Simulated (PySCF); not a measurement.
H2Se, SMILES [SeH2]. Coordinates come from a ωB97X-D3(BJ)/def2-TZVPD optimisation.

PySCF with TDDFT-ωB97X/def2-TZVPD puts the lowest singlet excitations at 5.37, 5.85, 7.55, 7.65, 7.89, 8.14 eV.

Question: What are the lowest excitation roots from ADC(3)/aug-cc-pVDZ in PySCF? (The exact figures need the calculation; the answer reports its results.)

Answer: 5.38, 5.55, 7.38, 7.73, 8.18, 8.45 eV. S1 differs by 0.01 eV (second minus first; roots are paired by order, and the bases may differ).
